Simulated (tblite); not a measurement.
Start geometry of `[SiH2]([CH]C(F)(F)F)O` [radical] from a force field or distance geometry (Å):
```
atom  x, y, z in Å
O1     1.9056   -0.9140    0.8453
Si2    1.2850    0.3873   -0.0771
C3    -0.3168    0.0699   -0.8865
C4    -1.4673   -0.2205    0.0188
F5    -1.8006   -1.5583   -0.1682
F6    -1.2337    0.0818    1.3384
F7    -2.5751    0.5288   -0.3490
H8     1.2252   -1.5263    1.1943
H9     1.3024    1.5998    0.7693
H10    2.2598    0.6531   -1.1458
H11   -0.5790    0.9009   -1.5656
```

**Question.** What comes out of this run: GFN2-xTB geometry optimisation, gas phase in tblite?

**Answer.** 
```
atom  x, y, z in Å
O1     1.6397   -0.7907    0.9359
Si2    1.3928    0.4053   -0.1154
C3    -0.3931    0.5635   -0.6266
C4    -1.4479   -0.2887   -0.0719
F5    -1.5391   -1.4941   -0.6921
F6    -1.2562   -0.5895    1.2350
F7    -2.6775    0.2505   -0.1493
H8     1.0676   -0.9946    1.6721
H9     1.7605    1.7089    0.4463
H10    2.1899   -0.0038   -1.2653
H11   -0.7311    1.2359   -1.3947
```

The energy falls by 68.1 kJ/mol over 84 L-BFGS steps, the largest force on an atom goes from 3.24 to 0.010 eV/Å, and the atoms move by 0.509 Å rms after alignment. The bond that changes most is O1–Si2 (ends: oxygen bonded to Si and H; silicon bonded to C, O and 2 H), which shortens by 0.100 Å. Bonds longer at the end by more than 0.005 Å: 1 of 10; shorter: 9. Among the angles that change most is Si2–C3–H11, from 110.5° to 123.4°. Among the dihedrals that turn most is H10–Si2–C3–C4, from 180° to 116°. Rotational constants go from 3842, 1307, 1226 to 4044, 1353, 1250 MHz. The orientation of the end geometry is arbitrary; only internal coordinates are fixed.

Its GFN2-xTB frequencies are all real (lowest 25 cm⁻¹).

One conformer stands for the species.

All values are computed, not measured.
